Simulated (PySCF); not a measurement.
**Static response to an electric field**

Species: C6H6F2.
Geometry (PBE0-D3(BJ)/def2-SVP, Å), atoms numbered from 1 in this order:
```
atom  x, y, z in Å
C1     3.0576    0.2835    0.2228
C2     1.8241    0.4068    0.7348
C3     0.6326   -0.0537    0.0673
F4     0.8011   -0.6370   -1.1243
C5    -0.6329    0.0515    0.5407
F6    -0.7996    0.6349    1.7325
C7    -1.8251   -0.4092   -0.1255
C8    -3.0580   -0.2854    0.3879
H9     3.2208   -0.1826   -0.7515
H10    3.9306    0.6477    0.7674
H11    1.6602    0.8742    1.7086
H12   -1.6620   -0.8785   -1.0985
H13   -3.9314   -0.6506   -0.1554
H14   -3.2206    0.1826    1.3616
```

Level: CAM-B3LYP/def2-SVPD (PySCF), static field, nuclei fixed, core orbitals frozen in the response. The polarisability tensor in these axes (au):

```
x   165.13   6.89 -11.17
y     6.89  51.40   6.06
z   -11.17   6.06  62.09
```

**Question.** Diagonalise the tensor; give its mean and Δα, where Δα² is half the sum of the squared differences of the eigenvalues.

**Answer.** Principal values 47.63, 64.33 and 166.66 au; mean 92.87 au = 13.76 Å³ = 15.31 × 10⁻⁴⁰ C²·m²/J; Δα = 111.63 au (120 % of the mean).

**Question.** What is the dipole moment?

**Answer.** 0.00 D; point group C2h allows none.

**Question.** Refractivity n − 1 of an ideal gas of it at 298.15 K and 1 atm, from the electronic α?

**Answer.** N = p/kT = 2.4615 × 10¹⁹ cm⁻³, so n − 1 = 2π × N × 13.76 × 10⁻²⁴ cm³ = 2129 × 10⁻⁶ at long wavelengths, for an ideal gas.

**Question.** Rayleigh depolarisation ratio (linearly polarised light, static tensor)?

**Answer.** ρ = 3Δα²/(45ᾱ² + 4Δα²) = 37381.9/(388152 + 49842.6) = 0.0853.

**Question.** Give the eigenvalues of the traceless quadrupole moment Θ = ½Σq(3rr − r²1), origin at the centre of nuclear charge.

**Answer.** -6.32, -3.79, 10.11 D·Å. With no charge and no dipole, the values don't depend on the origin. The electronic extent ⟨r²⟩ about the same centre is 1117 bohr², a root-mean-square distance of 2.28 Å for the 60 electrons.

Geometry: PBE0-D3(BJ)/def2-SVP, one conformer, isolated molecule.
